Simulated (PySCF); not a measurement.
# HfP: one state, many levels of theory

State: ²Σ⁺ (doublet), unpaired electrons σ ↑. Set-up: basis Hf def2-TZVPP with ECP60, P def2-TZVPP; scalar-relativistic core potentials; PySCF 2.14. De refers to Hf (5d2 6s2) + P in their high-spin ground configurations, without counterpoise correction. The functionals are run spin-unrestricted. A positive dipole means Hf(−)P(+). Levels whose curve was spin-contaminated or gave no clean fit are not listed.

```json
{"Level": "PBE", "Re (Å)": "2.217", "ωe (cm⁻¹)": "489", "De (eV)": "n/a", "μ (D)": "-4.69"}
{"Level": "PW91", "Re (Å)": "2.216", "ωe (cm⁻¹)": "489", "De (eV)": "n/a", "μ (D)": "-4.70"}
{"Level": "r²SCAN", "Re (Å)": "2.202", "ωe (cm⁻¹)": "506", "De (eV)": "n/a", "μ (D)": "-4.99"}
{"Level": "B3LYP", "Re (Å)": "2.212", "ωe (cm⁻¹)": "496", "De (eV)": "n/a", "μ (D)": "-4.88"}
{"Level": "PBE0", "Re (Å)": "2.194", "ωe (cm⁻¹)": "515", "De (eV)": "n/a", "μ (D)": "-5.21"}
{"Level": "B97-3", "Re (Å)": "2.202", "ωe (cm⁻¹)": "507", "De (eV)": "n/a", "μ (D)": "-5.21"}
{"Level": "M06", "Re (Å)": "2.202", "ωe (cm⁻¹)": "500", "De (eV)": "n/a", "μ (D)": "-4.51"}
{"Level": "ωB97X-V", "Re (Å)": "2.181", "ωe (cm⁻¹)": "532", "De (eV)": "n/a", "μ (D)": "-5.57"}
```

The bond length runs from 2.181 Å (ωB97X-V) to 2.217 Å (PBE).

De is left out where the level can put another filling of the metal’s s and d shells below the measured ground configuration, by anything from nothing to about 1 eV. These are scalar-relativistic numbers at best; spin–orbit coupling would shift them, the dissociation energy most. The state is the lowest single determinant that the PBE0 search found; with open d or f shells the true ground state can be another one.

The whole job (state search and all levels along the bond) took about 19 min on 2 threads of Arm Neoverse V1 (shared host), peak memory 4.4 GiB.
